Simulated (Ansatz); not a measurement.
Reactions of C$_{3}$H$_{5}$NO, SMILES `C=CC(N)=O`.

Computed with Ansatz on PBE0-D4/def2-TZVP structures; ΔE is electronic, products minus reactants. CCSD(T)/CBS is the MP2 limit (def2-TZVPP, def2-QZVPP) plus CCSD(T) − MP2 in def2-TZVPP, frozen cores. This one scheme is used for every species. For Ge outer-core shells are correlated without core-valence functions, which leaves a few kJ/mol of doubt a bond. Scalar relativity is left out up to krypton. Each species was taken in one conformer, which may not be the lowest.

(1) Order these by ΔE at CCSD(T)/CBS, lowest first. (Estimate.)
A. `C=CC(N)=O` → `NC1=COC1`
B. `C=CC(N)=O` + `[NH2][GeH3]` → `C=C[NH][GeH3]` + `NC=O`
C. `C=CC(N)=O` → `NCC=C=O`
D. `C=CC(N)=O` + `[SiH3]N[SiH2]Cl` → `C=CN([SiH3])[SiH2]Cl` + `NC=O`
E. `C=CC(N)=O` + `CCCC` → `CCCCC(N)=O` + `C=C`

Largest T1 diagnostic: 0.016, for `NC=O`.

Answers

(1) E (+9.3 kJ/mol), B (+32.2 kJ/mol), D (+51.2 kJ/mol), C (+102.9 kJ/mol), A (+201.0 kJ/mol).
